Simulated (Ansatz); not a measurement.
Start from `O=C[CH2][ZnH]` and change one atom or group to get `[NH2][Zn][CH2]C=O`.

Ansatz, PBE0-D4/def2-TZVP geometries, multiplicity 1. Each molecule was computed in one conformer, which needn't be the lowest.

Scalar relativity is left out up to krypton.

| property | `O=C[CH2][ZnH]` |
| --- | --- |
| HOMO–LUMO gap (B3LYP/def2-TZVPP) / eV | 5.54 |
| LUMO energy (PBE0/def2-TZVPP) / eV | -1.05 |
| LUMO energy (B3LYP/def2-TZVPP) / eV | -1.33 |
| HOMO energy (ωB97M-V/def2-TZVPP) / eV | -9.47 |
| size of the dipole moment (PBE/def2-TZVPP) / D | 3.10 |
| LUMO energy (ωB97M-V/def2-TZVPP) / eV | 0.45 |

Q: Give the same properties after the change, and the shifts. (An estimate is asked.)

A: Computed: 
```json
{"property": "HOMO–LUMO gap (B3LYP/def2-TZVPP) / eV", "`[NH2][Zn][CH2]C=O`": "5.82", "shift": "0.28"}
{"property": "LUMO energy (PBE0/def2-TZVPP) / eV", "`[NH2][Zn][CH2]C=O`": "-0.74", "shift": "0.31"}
{"property": "LUMO energy (B3LYP/def2-TZVPP) / eV", "`[NH2][Zn][CH2]C=O`": "-1.04", "shift": "0.29"}
{"property": "HOMO energy (ωB97M-V/def2-TZVPP) / eV", "`[NH2][Zn][CH2]C=O`": "-9.46", "shift": "0.01"}
{"property": "size of the dipole moment (PBE/def2-TZVPP) / D", "`[NH2][Zn][CH2]C=O`": "3.02", "shift": "-0.08"}
{"property": "LUMO energy (ωB97M-V/def2-TZVPP) / eV", "`[NH2][Zn][CH2]C=O`": "0.89", "shift": "0.44"}
```

Dipoles are sizes alone; their direction can turn.

B3LYP here is the variant with VWN-RPA as its local correlation; programs differ in this.
